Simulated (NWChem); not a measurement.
Species: In cation, singlet

All runs: NWChem. Low-valent species are run as closed-shell singlets; no triplet was tried in these runs. STO-3G and 3-21G are far too small for this property and stand as cheap habits. def2 effective core potentials on In; no spin-orbit coupling. B3LYP is NWChem's, with the RPA form of VWN correlation. Field at 589 nm.

```tsv
level	isotropic polarisability (bohr³)	anisotropy (bohr³)	relative time
B3LYP/STO-3G (all-electron, non-relativistic)	27.4	0.0	1
B3LYP/def2-SVP (core potentials)	24.8	0.0	1
B3LYP/def2-SVPD (core potentials)	24.7	0.0	1
B3LYP/def2-TZVPD (core potentials)	25.2	0.0	4
```

Relative times are rough (shared machine, one core).
